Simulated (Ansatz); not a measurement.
F₂H₂OSn, SMILES `[OH][SnH]([F])[F]` from Hartree–Fock to CCSD(T)

```xyz
6

O    -1.4765    0.2022    0.4092
Sn    0.2566   -0.1981   -0.3384
F     1.2684   -1.0888    1.0056
F     1.1912    1.4493   -0.5287
H    -1.4378    0.7049    1.2279
H     0.1981   -1.0696   -1.7756
```

The species carries charge 0 and has multiplicity 1. Correlated methods include outer-core shells of Sn, which these sets cover unevenly. Sn takes the def2 core potential. All single points use the PBE0-D4/def2-TZVP geometry. It is one conformer, not always the lowest. Frozen core, restricted reference, Ansatz.

```tsv
basis	HF (Eh)	MP2 corr.	CCSD corr.	(T)	CCSD(T) total
def2-SVP	-488.08037	-0.67664	?	?	?
def2-TZVPP	-488.45995	?	-1.06263	-0.03252	?
def2-QZVPP	-488.47745	?	–	–	–
```

Fill in the withheld values. (Estimate.)

The calculation gave: def2-SVP CCSD corr.: -0.68967; def2-SVP (T): -0.01260; def2-SVP CCSD(T) total: -488.78264; def2-TZVPP MP2 corr.: -1.06699; def2-TZVPP CCSD(T) total: -489.55510; def2-QZVPP MP2 corr.: -1.35072.
